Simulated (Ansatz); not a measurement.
Frontier orbitals of CH5BGeSe.

Z-matrix (Å, degrees):
```
Ge
C 1 1.997
Se 1 2.888 2 37.0
B 1 2.092 2 84.1 3 -0.0
H 1 1.547 2 107.4 3 -123.3
H 1 1.547 2 107.4 3 123.3
H 2 1.089 1 139.4 3 -180.0
H 4 1.203 1 117.1 2 -108.2
H 4 1.203 1 117.1 2 108.2
```

The species carries charge 0 and has multiplicity 1. Correlated methods include outer-core shells of Ge, Se, which these sets cover unevenly. Scalar relativity is left out up to krypton. The bonds changed during the relaxation, so this is another structure than the one it started from. All single points use the PBE0-D4/def2-TZVP geometry. It is one conformer, not always the lowest. Basis def2-TZVPP, Ansatz.

```csv
functional,HOMO (eV),LUMO (eV),gap (eV)
PBE,-6.28,-4.20,2.08
BLYP,-6.13,-4.05,2.08
B97M-V,-6.57,-4.08,2.49
PBE0,-7.33,-3.38,3.95
LC-ωPBE,-9.84,-1.22,8.62
ωB97X-V,-9.52,-1.25,8.27
ωB97M-V,-9.37,-1.30,8.07
```

A quarter of exact exchange (PBE0) shifts PBE's HOMO by −1.05 eV and its LUMO by +0.82 eV; full exchange at long range (ωB97M-V) shifts them by −3.09 and +2.90 eV. The gap opens from 2.08 to 8.07 eV, since occupied levels lose self-interaction and empty ones feel all the electrons.

LC-ωPBE has ω = 0.4 bohr⁻¹.
